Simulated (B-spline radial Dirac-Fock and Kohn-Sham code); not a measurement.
Z = 36 (krypton), transition energy 2000 keV. These are calculated numbers from an atomic code on a B-spline grid; the model is a Dirac-Hartree-Slater potential of the neutral atom with a Latter tail (no hole, which puts coefficients of high multipoles low close above an edge), finite nucleus with surface currents. Subshells that would emit electrons below 1 keV are left out, and so is internal pair formation.

Q: A pure transition shows α(K) = 0.000176, L1/L2 = 58.9 and L1/L3 = 92.0. What is its multipolarity?
A. M1
B. M3
C. E1
D. E2
E. M2
F. E4
G. M4
H. E3

A: H. For comparison, α(K), L1/L2, L1/L3 are E1 5.89e-05, 198, 72.9; E2 0.000106, 104, 87.1; E4 0.000279, 37.3, 87.1; M1 0.000106, 128, 135; M2 0.000194, 82.5, 186; M3 0.000320, 58.6, 181; M4 0.000506, 44.0, 131.
